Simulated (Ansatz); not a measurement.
**A basis-limit estimate, worked out**

An elementary step of SiH7O2F, closed shell (SiH₄O ([OH][SiH3]) + H₂O + HF → SiH₃F ([F][SiH3]) + H₂O + H₂O; Si–O, H–F, H–O broken or loosened, Si–F, O–H, H–O formed or tightened). “Start” and “end” are the PBE0-D4/def2-TZVP structures reached by relaxing down either side of its saddle point, with the molecules still in contact.

Program: Ansatz 0.2.0. Basis: def2-TZVPP and def2-QZVPP. Cores are frozen in the correlated methods.

Energies in eV:

| quantity | end | start |
| --- | --- | --- |
| Hartree–Fock, triple zeta (X = 3) | -14758.55043 | -14758.21181 |
| Hartree–Fock, quadruple zeta (X = 4) | -14759.14548 | -14758.79582 |
| MP2 correlation, X = 3 | -24.86288 | -24.98604 |
| MP2 correlation, X = 4 | -26.97843 | -27.10183 |
| CCSD(T) correlation, X = 3 | -26.47322 | -26.57445 |

(1) Work out the step energy at the basis limit: extrapolate Hartree–Fock as E(X) = E∞ + A exp(−7.88 √X) and the MP2 correlation as E(X) = E∞ + B X^−2.97 (the exponents that Neese and Valeev fitted for def2-TZVPP and QZVPP), then add CCSD(T) − MP2 in triple zeta.

T1 diagnostic: at most 0.011.

Answers

(1) Each step is linear, so take the differences first (end − start): Hartree–Fock -0.33862 (X = 3) and -0.34966 (X = 4); MP2 correlation 0.12316 and 0.12340; CCSD(T) correlation 0.10123.
Two points give E∞ = E(4) + w [E(4) − E(3)], with w = 1/(exp(7.88 (2 − √3)) − 1) = 0.1377 for Hartree–Fock and w = 1/((4/3)^2.97 − 1) = 0.7407 for the correlation.
Hartree–Fock: -0.34966 + 0.1377 × (-0.01104) = -0.3512 eV.
MP2 correlation: 0.12340 + 0.7407 × 0.00024 = 0.1236 eV.
CCSD(T) − MP2: 0.10123 − 0.12316 = -0.0219 eV.
Sum: -0.3512 + 0.1236 + (-0.0219) = -0.2495 eV, or -5.75 kcal/mol. Plain CCSD(T) in triple zeta gives -0.2374 eV, so the larger basis shifts the result by -0.0121 eV.

Steps of this kind, hydrogen fluoride cutting a network bond, underlie vapour etching and the fluorination step of atomic layer etching.

Labels in which every atom is bracketed show which atoms are joined, not bond orders.

For scale, one of the runs: CCSD(T)/def2-TZVPP, 233 basis functions, launched by `ansatz run in.yaml --threads 4 --pin off --events-out ev --progress --plain --max-ram 9574MiB`. The run took 110 s on 4 CPU threads of an Arm Neoverse V2 (shared host), with 4.3 GiB of host memory at its peak.
